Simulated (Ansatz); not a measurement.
C2H6Cl2Si (`ClC[SiH2]CCl`). Charge 0, multiplicity 1.

| atom | x (Å) | y (Å) | z (Å) |
| --- | --- | --- | --- |
| Cl1 | -2.288 | 0.795 | 0.491 |
| C2 | -1.420 | -0.510 | -0.367 |
| Si3 | 0.303 | -0.691 | 0.364 |
| C4 | 1.238 | 0.925 | 0.148 |
| Cl5 | 1.370 | 1.300 | -1.594 |
| H6 | -2.009 | -1.421 | -0.263 |
| H7 | -1.379 | -0.239 | -1.422 |
| H8 | 0.193 | -1.009 | 1.812 |
| H9 | 1.029 | -1.778 | -0.344 |
| H10 | 0.715 | 1.756 | 0.623 |
| H11 | 2.249 | 0.873 | 0.552 |

**Question.** List the harmonic frequencies (cm⁻¹, unscaled) at PBE0-D4/def2-TZVP in Ansatz. (An estimate is asked.)

**Answer.** Ansatz gave: 44, 116, 132, 197, 266, 499, 585, 623, 698, 730, 778, 791, 810, 885, 934, 1123, 1130, 1193, 1201, 1427, 1430, 2226, 2233, 3094, 3095, 3158, 3158.

**Question.** Is this a minimum?

**Answer.** Yes, all 27 modes are real.

**Question.** Give the ideal-gas thermochemistry at 298.15 K and 1 bar (rigid rotor, harmonic oscillator; point group C2, symmetry number 2).

**Answer.** Zero-point energy 194.7 kJ/mol; H(298) − E = 216.3 kJ/mol; entropy 359.4 J/(mol·K), of which translation 169.5, rotation 113.8, vibration 76.1; G(298) − E = 109.2 kJ/mol. Modes under 100 cm⁻¹ are hindered rotations or soft bends, so the harmonic entropy is rough.

**Question.** And at 400, 500, 600, 800 and 1000 K?

**Answer.** 
```tsv
T (K)	H − E (kJ/mol)	S (J/mol/K)	G − E (kJ/mol)
400	228.8	395.2	70.7
500	243.2	427.1	29.6
600	259.1	456.3	-14.6
800	294.8	507.4	-111.1
1000	334.1	551.2	-217.1
```

**Question.** Rotational constants (cm⁻¹)?

**Answer.** 0.1192, 0.0425, 0.03625.
